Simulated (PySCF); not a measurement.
Compound: C4H6F3P.
Structure used (GFN2-xTB), in Å, numbered top down from 1:
```xyz
14
C4H6F3P angstrom
C     -1.5331   -0.7577    0.9156
C     -0.8882    0.4291    0.1933
C     -0.4316    0.0153   -1.1618
P      1.0821   -0.1613   -1.8470
C      2.2088    0.3605   -0.3925
F      3.4931    0.2358   -0.7575
F      2.0414    1.6393   -0.0136
F      2.0499   -0.3961    0.7066
H     -0.8003   -1.5456    1.0716
H     -2.3600   -1.1603    0.3349
H     -1.9097   -0.4401    1.8842
H     -1.6368    1.2183    0.0748
H     -0.0771    0.8233    0.8021
H     -1.2392   -0.2612   -1.8329
```

Method: PySCF, TDDFT B3LYP/def2-SVPD, vertical, gas phase, core orbitals frozen in the response.

Ground-to-excited transition dipoles (e·a0, same axes as the geometry; the sign carries no meaning), for the states with f of 0.002 or more among the lowest 8:

```
state  E (eV)      μx      μy      μz
   S1   4.769  -0.073   0.192  -0.009
   S2   5.400   1.294  -0.038  -0.701
   S5   6.981   0.083   0.129  -0.154
   S6   7.027   0.053   0.335  -0.172
   S7   7.286  -0.033   0.100  -0.015
   S8   7.646  -0.118   0.073   0.201
```

Q: Work out the oscillator strengths.

A: f = (2/3) ΔE |μ|² with ΔE in hartree (27.2114 eV).

| state | \|μ\|² (au) | \|μ\| (D) | f |
| --- | --- | --- | --- |
| S1 | 0.042 | 0.52 | 0.005 |
| S2 | 2.169 | 3.74 | 0.287 |
| S5 | 0.047 | 0.55 | 0.008 |
| S6 | 0.144 | 0.97 | 0.025 |
| S7 | 0.011 | 0.27 | 0.002 |
| S8 | 0.060 | 0.62 | 0.011 |

Q: Which bond between heavy atoms lies closest to the direction of the S2 transition dipole?

A: C3–P4, at 6° from it; next C5–F6 at 13°.

Q: What angle do the transition dipoles of S6 and S8 make?

A: |cos θ| = |μa·μb| / (|μa| |μb|) = 0.17, so θ ≈ 80° (taken between 0 and 90°, since the signs are arbitrary).

Q: What peak molar absorption coefficient would the strongest computed level give as a lone Gaussian band 0.3 eV wide at half height?

A: ε(max) = 2.175×10⁸ f / FWHM, with the width in cm⁻¹. S2: 2.175×10⁸ × 0.2869 / 2420 ≈ 26000 L mol⁻¹ cm⁻¹.

The run took about 2 min of CPU time (grids of density and orbitals included) (one thread, shared machine).

One conformer stands for the species.
